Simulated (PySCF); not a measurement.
# Hg⁺: excitation energy

Hg⁺ [Xe] 4f14 5d10 6s1 (2S) → Hg⁺ [Xe] 4f14 5d10 6p1 (2P), as a difference of total energies. All numbers are calculated (PySCF 2.14, scalar relativity through the core potential, in aug-cc-pVDZ-PP with ECP60MDF (5s5p4d2f, 54 functions)). Correlated levels: valence: 5s2 5p6 frozen. The calculations carry no spin-orbit coupling.

```json
{"method": "UHF", "excitation energy (cm⁻¹)": "52838"}
{"method": "MP2 (valence)", "excitation energy (cm⁻¹)": "58225"}
{"method": "SCS-MP2 (valence)", "excitation energy (cm⁻¹)": "57818"}
{"method": "CCSD (valence)", "excitation energy (cm⁻¹)": "56978"}
{"method": "CCSD(T) (valence)", "excitation energy (cm⁻¹)": "56969"}
```

Errors of the correlated levels include the incompleteness of this basis and the frozen core.

**Question.** Which method comes closest to the reference value, and which is furthest?

**Answer.** The reference is 57568 cm⁻¹ (measured; NIST levels, between the centres of gravity of the two terms). Closest: SCS-MP2 (valence) (error 250.47 cm⁻¹); furthest: UHF (error -4729.4 cm⁻¹).
